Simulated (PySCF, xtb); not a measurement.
In(H)(vinyl)(NH2) (C₂H₆InN), SMILES [InH]([NH2])[CH]=C.

xtb with GFN2-xTB at its own geometry gives an orbital gap of 3.47 eV and a dipole moment of 1.80 D.

The structure is a stationary point at r2SCAN-D4/def2-SVP. The structure was generated by enumeration; whether it is a known compound was not checked. The def2 effective core potentials stand for the cores of In; spin–orbit coupling is left out. Other conformers were not sampled.

**Question.** What does r2SCAN/def2-TZVP run with PySCF give? (An estimate is asked for; the answer gives what the named calculation found.)

**Answer.** gap 3.91 eV (levels -5.67 and -1.76 eV), dipole 0.52 D.
